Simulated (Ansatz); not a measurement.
Basis-set extrapolation for AlH4NOS, SMILES `[NH2][Al]([OH])[SH]` (PBE0-D4/def2-TZVP geometry, frozen core, the Gaussian-basis code of Ansatz). Multiplicity 1, RHF reference.

```tsv
	def2-TZVPP	def2-QZVPP
HF	-771.327152	-771.352464
MP2 correlation	-0.709979	-0.768005
CCSD(T) correlation	-0.768893	not run
```

Energies in hartree. Use E(X) = E(∞) + A·exp(−7.88·√X) for Hartree–Fock and E(X) = E(∞) + B·X^(−2.97) for correlation, with X = 3 and 4, and add CCSD(T) minus MP2 of the smaller set to the MP2 limit.

Q: What is the CCSD(T) energy at the basis-set limit?

A: HF limit: -771.352464 + (-0.025312) × 0.13774 = -771.35595. MP2 limit: -0.768005 + (-0.058026) × 0.74074 = -0.81099. Higher-order term: -0.768893 − (-0.709979) = -0.05891. Total: -772.22585 hartree, 340.8 kJ/mol below CCSD(T)/def2-TZVPP.
